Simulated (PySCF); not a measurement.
Broadened absorption spectrum of C5H6Cl2O

Species: C5H6Cl2O.
Numbering: `[CH3:1][C:2]([CH3:3])=[C:4]([Cl:5])[C:6](=[O:7])[Cl:8]` (hydrogens: H9, H10, H11 on C1; H12, H13, H14 on C3)

The calculation used TDDFT PBE0/def2-SVPD, vertical, gas phase, core orbitals frozen in the response (PySCF 2.14.0, density-fitted response routines). The structure is a single GFN2-xTB conformer in the gas phase; no vibrational or solvent corrections. Torsions of this conformer, `[CH3:1][C:2]([CH3:3])=[C:4]([Cl:5])[C:6](=[O:7])[Cl:8]`: C2–C4–C6–O7 -5°.

Computed states:

```json
{"state": "S1", "E (eV)": "4.28", "f": "0.0013"}
{"state": "S2", "E (eV)": "4.82", "f": "0.227"}
{"state": "S3", "E (eV)": "5.27", "f": "0.0007"}
{"state": "S4", "E (eV)": "5.97", "f": "0.041"}
{"state": "S5", "E (eV)": "6.27", "f": "0.0004"}
{"state": "S6", "E (eV)": "6.30", "f": "0.0017"}
{"state": "S7", "E (eV)": "6.98", "f": "0.079"}
{"state": "S8", "E (eV)": "6.99", "f": "0.012"}
```

Each state is given a Gaussian of 0.4 eV full width at half maximum, with ε(max) = 2.175×10⁸ f / Δν̃ (Δν̃ the width in cm⁻¹). The width is an assumption, not a result. The curve ends short of the highest state used, and states not computed would add to its high-energy end.

Question: What does the envelope look like, and where are its maxima?

Answer: 
(λ (nm), ε (L mol⁻¹ cm⁻¹)): (194.1, 260), (198.2, 776), (202.3, 1820), (206.3, 2697), (210.4, 2526), (214.5, 1526), (218.6, 624), (222.7, 189), (226.8, 72), (230.9, 124), (235.0, 449), (239.1, 1505), (243.1, 3858), (247.2, 7765), (251.3, 12110), (255.4, 14943), (259.5, 14893), (263.6, 12224), (267.7, 8415), (271.8, 4945), (275.9, 2532), (280.0, 1165), (284.0, 523), (288.1, 245), (292.2, 138), (296.3, 92), (300.4, 64), (304.5, 44), (308.6, 28), (312.7, 17), (316.8, 9), (320.8, 5), (324.9, 2), (329.0, 1), (333.1, 0), (337.2, 0)

Maxima: 257 nm (4.82 eV), ε about 15000, made up of S2 (100%); 208 nm (5.97 eV), ε about 2800, made up of S4 (99%) (ε in L mol⁻¹ cm⁻¹; maxima over ε = 5, shares over 10%).

Question: Coming from long wavelengths, where does ε first pass 100 L mol⁻¹ cm⁻¹?

Answer: At about 295 nm (4.20 eV), 0.08 eV below S1.

Question: On this curve, what absorbance would a 10⁻⁵ mol/L sample give at 254 nm over a 1 cm path?

Answer: 254 nm is 4.881 eV, where ε is about 14000 L mol⁻¹ cm⁻¹, so A = ε c l ≈ 0.14 (Beer–Lambert, with the gas-phase spectrum and the assumed width).

Question: What would ε be at 4.82 eV, the highest of these maxima, with half the width (0.2 eV)?

Answer: About 30600 L mol⁻¹ cm⁻¹ against 15300, a factor of about 2.00; a lone state at its own centre would give exactly 2.
